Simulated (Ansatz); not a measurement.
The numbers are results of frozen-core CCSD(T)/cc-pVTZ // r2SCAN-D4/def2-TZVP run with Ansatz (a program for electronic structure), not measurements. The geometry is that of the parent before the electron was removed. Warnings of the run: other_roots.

Ansatz 0.2 input:
```yaml
crystal:
  periodic: [false, false, false]
  atoms:
    - { symbol: N, position_ang: [1.588041, 0.53585, -0.671759] }
    - { symbol: C, position_ang: [0.698394, 0.177546, 0.16103] }
    - { symbol: C, position_ang: [-0.697772, -0.177436, -0.16055] }
    - { symbol: N, position_ang: [-1.58841, -0.535871, 0.671127] }
    - { symbol: H, position_ang: [1.201198, 0.547209, -1.622158] }
    - { symbol: H, position_ang: [0.972151, 0.120189, 1.221378] }
    - { symbol: H, position_ang: [-0.971015, -0.119924, -1.221003] }
    - { symbol: H, position_ang: [-1.202585, -0.547562, 1.62193] }
basis:
  gaussian: { orbitals: cc-pVTZ }
correlation:
  method: ccsd_t
total_charge: 1
magnetization:
  spin_polarized: true
  initial_magnetization: 1
```

Output:

```
Functional definition: HF
1025 factors; integrals over basis functions are off by at most 9.7e-4 eV
mean field evaluation 1: about -5074.1594 eV, gradient 2.7e1 eV
mean field evaluation 2: about -5074.1647 eV, gradient 2.7e1 eV
mean field evaluation 4: about -5077.4395 eV, gradient 4.4e0 eV
mean field evaluation 8: about -5077.6652 eV, gradient 4.5e-1 eV
mean field evaluation 16: about -5078.7761 eV, gradient 1.9e0 eV
mean field evaluation 32: about -5077.6956 eV, gradient 2.9e-1 eV
mean field evaluation 64: about -5078.6373 eV, gradient 4.9e-1 eV
mean field evaluation 96: about -5078.6075 eV, gradient 2.9e-1 eV
mean field evaluation 128: about -5078.4281 eV, gradient 5.7e-1 eV
mean field evaluation 160: about -5077.1544 eV, gradient 6.2e0 eV
mean field evaluation 192: about -5078.3882 eV, gradient 1.3e0 eV
mean field evaluation 224: about -5078.5773 eV, gradient 3.1e-1 eV
mean field evaluation 256: about -5078.6214 eV, gradient 3.7e-1 eV
mean field evaluation 288: about -5075.5545 eV, gradient 4.9e-2 eV
mean field evaluation 320: about -5077.6421 eV, gradient 4.5e-1 eV
mean field evaluation 352: about -5077.1190 eV, gradient 3.6e0 eV
mean field evaluation 384: about -5076.2317 eV, gradient 1.7e-2 eV
mean field evaluation 416: about -5075.5555 eV, gradient 6.1e-3 eV
mean field evaluation 448: about -5076.0508 eV, gradient 3.9e-1 eV
mean field evaluation 480: about -5074.9576 eV, gradient 2.5e-3 eV
mean field evaluation 512: about -5076.0801 eV, gradient 2.4e-2 eV
mean field evaluation 544: about -5077.7058 eV, gradient 1.0e0 eV
mean field -5078.82086113 eV, -186.6432240982 hartree, gradient 1.6e-6 eV, S^2 1.200500; 14 other end points of the search recorded, 0 dependent functions left out
determinant -5078.82086113 eV, -186.6432240982 hartree, with singles and doubles -5097.87751668 eV, -187.3435432725 hartree
determinant -5078.82051776 eV, -186.6432114793 hartree, with singles and doubles -5097.87770122 eV, -187.3435500544 hartree
determinant -5078.32474565 eV, -186.6249921904 hartree, with singles and doubles -5097.01604192 eV, -187.3118846588 hartree
determinant -5077.71412786 eV, -186.6025524006 hartree, with singles and doubles -5098.06859917 eV, -187.3505654243 hartree
determinant -5076.23172523 eV, -186.5480751087 hartree, with singles and doubles -5094.45223601 eV, -187.2176665298 hartree
determinant -5076.08017671 eV, -186.5425058034 hartree, with singles and doubles -5096.38334278 eV, -187.2886333944 hartree
determinant -5075.63790677 eV, -186.5262526830 hartree, with singles and doubles -5093.94864077 eV, -187.1991597459 hartree
determinant -5075.55548136 eV, -186.5232236048 hartree, with singles and doubles -5093.52261515 eV, -187.1835035931 hartree
determinant -5075.55466462 eV, -186.5231935903 hartree, with singles and doubles -5093.52191441 eV, -187.1834778414 hartree
determinant -5078.82086113 eV, -186.6432240982 hartree, with singles and doubles -5097.72731444 eV, -187.3380234420 hartree
determinant -5078.82051776 eV, -186.6432114793 hartree, with singles and doubles -5097.72728807 eV, -187.3380224728 hartree
determinant -5078.32474565 eV, -186.6249921904 hartree, with singles and doubles -5096.83794695 eV, -187.3053397896 hartree
determinant -5077.71412786 eV, -186.6025524006 hartree, with singles and doubles -5097.86073328 eV, -187.3429264941 hartree
determinant -5078.82086113 eV, -186.6432240982 hartree, with singles and doubles -5097.81100696 eV, -187.3410990855 hartree
determinant -5078.82051776 eV, -186.6432114793 hartree, with singles and doubles -5097.81096285 eV, -187.3410974642 hartree
determinant -5077.71412786 eV, -186.6025524006 hartree, with singles and doubles -5097.87876992 eV, -187.3435893283 hartree
4 core orbitals not correlated
reference -5077.71412786 eV, -186.6025524006 hartree; 11, 10 occupied and 161, 162 virtual orbitals, 1025 factors
second order -19.62698222 eV of doubles, -0.00000000 eV of singles
cycle   1  -18.82320299 eV  change    -2.2e0 eV  update   1.1e-1
cycle   2  -19.50694284 eV  change   -6.8e-1 eV  update   5.4e-2
cycle   3  -20.08555179 eV  change   -5.8e-1 eV  update   3.8e-2
cycle   4  -20.12218761 eV  change   -3.7e-2 eV  update   1.9e-2
cycle   5  -20.14660602 eV  change   -2.4e-2 eV  update   8.6e-3
cycle   6  -20.16361571 eV  change   -1.7e-2 eV  update   3.7e-3
cycle   7  -20.16375353 eV  change   -1.4e-4 eV  update   1.4e-3
cycle   8  -20.16416206 eV  change   -4.1e-4 eV  update   5.9e-4
cycle   9  -20.16466871 eV  change   -5.1e-4 eV  update   3.1e-4
cycle  10  -20.16450045 eV  change    1.7e-4 eV  update   1.5e-4
cycle  11  -20.16469401 eV  change   -1.9e-4 eV  update   7.2e-5
cycle  12  -20.16469778 eV  change   -3.8e-6 eV  update   3.6e-5
cycle  13  -20.16464852 eV  change    4.9e-5 eV  update   1.7e-5
cycle  14  -20.16462605 eV  change    2.2e-5 eV  update   8.0e-6
cycle  15  -20.16463435 eV  change   -8.3e-6 eV  update   3.5e-6
perturbative correction -1.18787118 eV, -0.0436534607 hartree
WARN: these amplitudes may be one of several solutions (largest doubles amplitude 0.11, level shift 7.50 eV)
Total energy: -5099.06663339 eV, -187.3872425056 hartree
```

Cost: roughly 30 core-minutes.
